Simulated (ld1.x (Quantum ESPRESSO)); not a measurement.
# B, TM: configuration errors across variants

boron, norm-conserving Troullier–Martins (Kleinman–Bylander form), made with ld1.x (Quantum ESPRESSO) 7.5 (PBE, non-relativistic). Core [He], reference 2s2 2p1. Waves: 2p (bound): rc 3.70 bohr; 2s (bound): rc 1.60 bohr. Local part: the s channel. Core correction: a·sin(br)/r model core, default radius (core density twice the valence density).

All-electron excitation energies from the reference (eV): (1) 2s2 2p0 8.222; (2) 2s1 2p0 33.637; (3) 2s2 2p0.5 2.888; (4) 2s2 2p1.3 -0.739; (5) 2s1 2p2 5.844; (6) 2s1 2p1 14.355; (7) 2s0 2p3 11.708.

The default core radius of the base comes out at 0.69 bohr.

Errors AE − PS in meV (a dash: test not solved or not reliable):

| change | (1) | (2) | (3) | (4) | (5) | (6) | (7) | bound ghosts |
| --- | --- | --- | --- | --- | --- | --- | --- | --- |
| base | +184 | +528 | +28 | +2.7 | -41 | -97 | -165 | none |
| core correction none | +183 | +529 | +28 | +2.8 | -30 | -90 | -111 | none |
| core correction a·sin(br)/r model core inside 0.78 bohr | +184 | +542 | +28 | +2.7 | -40 | -94 | -161 | none |
| core correction a·sin(br)/r model core inside 1.28 bohr | +183 | +523 | +27 | +2.7 | -33 | -92 | -120 | none |
| core correction a·sin(br)/r model core inside 1.60 bohr | +183 | +527 | +28 | +2.8 | -30 | -90 | -112 | none |
| core correction a·sin(br)/r model core inside 1.82 bohr | +183 | +528 | +28 | +2.8 | -30 | -90 | -111 | none |

Question: Give the same row for: core correction a·sin(br)/r model core inside 1.10 bohr.

Answer: +182, +517, +27, +2.7, -37, -95, -143; bound ghosts: none.
